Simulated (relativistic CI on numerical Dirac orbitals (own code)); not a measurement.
Hf³⁺: N6,7 absorption edge

Computed with this model: Dirac-Coulomb-Breit CI, orbitals from a KLI potential per configuration, a model potential for QED, multiplet model of core-to-valence dipole absorption, unscaled Slater integrals; configurations [Xe] 4f14 5d → [Xe] 4f13 5d2; 300 K; Lorentzian 0.18 eV and Gaussian 0.3 eV FWHM. Energies are those of the free ion, without screening or charge transfer. The branching ratio is the share of the lower-energy edge in the whole absorption, uncertain by about 0.02 where the edges overlap. S is read from ⟨S²⟩ = S(S + 1).

Field parameters in Wybourne normalisation: Td as Oh with Dq negative (B⁴₀ = 21Dq, B⁴₄ = √(5/14) B⁴₀). The field is a parameter set, without covalency.

free ion: ground-state S = 0.50, centroid 18.64 eV. Peaks (eV, height): 16.1 (8), 17.9 (42), 18.9 (100).

Td, 10Dq = -3100 cm⁻¹: ground-state S = 0.50, centroid 18.69 eV. Peaks (eV, height): 16.1 (7), 18.0 (42), 19.0 (100).

Td, 10Dq = -7050 cm⁻¹: ground-state S = 0.50, centroid 18.77 eV. Peaks (eV, height): 16.0 (6), 17.0 (9), 19.0 (100).

Td, 10Dq = -10950 cm⁻¹: ground-state S = 0.50, centroid 18.83 eV. Peaks (eV, height): 16.4 (9), 17.0 (10), 19.1 (100), 20.1 (23).

Td, 10Dq = -14850 cm⁻¹: ground-state S = 0.50, centroid 18.87 eV. Peaks (eV, height): 16.4 (12), 17.2 (12), 18.3 (33), 19.3 (100), 20.6 (13).

Td, 10Dq = -18800 cm⁻¹: ground-state S = 0.50, centroid 18.91 eV. Peaks (eV, height): 16.5 (12), 17.3 (13), 18.5 (33), 19.5 (100), 21.1 (7).

Strongest unbroadened transitions for free ion:

```tsv
Energy (eV)	Relative strength
15.39	4.7
15.98	3.9
16.11	6.8
16.21	3.0
17.51	12.1
17.78	3.4
17.91	58.8
18.29	3.3
18.45	84.0
18.75	42.2
18.93	100.0
18.94	15.1
19.04	11.4
19.27	73.1
19.34	21.7
19.48	25.7
19.81	1.8
22.16	5.2
```
